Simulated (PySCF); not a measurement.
# One molecule, several mistakes: BC2H7

These are calculations, not measurements. The program is PySCF 2.14.0, an open-source quantum chemistry code, run on an isolated molecule that a program drew, which may never have been made. The molecule is BC2H7 (charge 0, singlet), drawn as the SMILES string `CBC`.

Each row is a Hartree-Fock (HF) and frozen-core CCSD(T) single point in the cc-pVDZ basis, meant for a local HF minimum. Run 1 is clean. Each other run has one planted mistake out of seven kinds, and not every kind appears here: one electron removed, one electron added, multiplicity raised by two, geometry at a saddle point, minimal basis STO-3G, one bond length entered in bohr, all coordinates scaled. The reference is restricted for singlets and unrestricted otherwise, and also for a bond in bohr. Adding or removing an electron swaps singlet and doublet. Electrons count all cores. HOMO and LUMO are orbital energies over both spins, the gradient is its largest component, and the lowest frequency (negative if imaginary) is given only where the gradient is small. Bond lengths are over the 9 bonds as drawn. T1 is the CCSD diagnostic: over 0.02 (restricted) or 0.045 (unrestricted) a single reference is doubtful.

Geometry of the clean run:
```xyz
10
BC2H7, angstrom
C    -0.4741    0.1431   -0.6385
B     0.8410   -0.3052    0.1083
C     0.8416   -1.1147    1.4621
H    -1.3751    0.1185   -0.0203
H    -0.3853    1.1236   -1.1139
H    -0.6249   -0.5770   -1.4577
H     1.9050   -0.0132   -0.3831
H     1.6462   -1.8527    1.5204
H     1.0449   -0.3834    2.2597
H    -0.1105   -1.5946    1.7019
```

| run | electrons | basis functions | <S^2> | HOMO (eV) | LUMO (eV) | gradient (hartree/bohr) | lowest frequency (cm^-1) | mean bond (Å) | longest bond (Å) | T1 | HF (hartree) | CCSD(T) (hartree) | mistake |
|---|---|---|---|---|---|---|---|---|---|---|---|---|---|
| 1 | 24 | 77 | 0.000 | -12.05 | 3.23 | 5.2e-06 | 89 | 1.2152 | 1.577 | 0.0082 | -104.50188 | -104.93965 | no fault |
| 2 | 25 | 77 | 0.762 | 1.30 | 10.05 | 1.5e-02 | - | 1.2152 | 1.577 | 0.0081 | -104.41687 | -104.87580 | one electron added |
| 3 | 24 | 22 | 0.000 | -11.01 | 7.28 | 2.4e-02 | - | 1.2152 | 1.577 | 0.0042 | -103.26241 | -103.44916 | minimal basis STO-3G |
| 4 | 24 | 77 | 0.594 | -8.81 | 2.65 | 2.5e-02 | - | 1.3346 | 2.282 | 0.0632 | -104.38309 | -104.82346 | ? |

**Which mistake was planted in run 4, and what did it cost?**

The mean bond changes by a factor of 1.098 and the longest by 1.447, so the molecule wasn't scaled as a whole. A length L in bohr read as angstrom grows by (1/0.5292 - 1) L = 0.890 L. The 9 bonds together grew by 9 x 0.1194 = 1.075 Å, which gives L = 1.208 Å. That is bond B2-H7, 1.208 Å in the clean geometry. So the mistake is: one bond length entered in bohr. Subtracting run 1 and multiplying by 627.51 kcal/mol a hartree, the energy moved by 74.5 kcal/mol in HF and 72.9 kcal/mol in CCSD(T).

Cautions from the logs. Run 2: the HOMO is above zero, so the electron isn't bound and the energy depends on the basis; run 4: T1 is over the limit, so its CCSD(T) energy is less reliable.
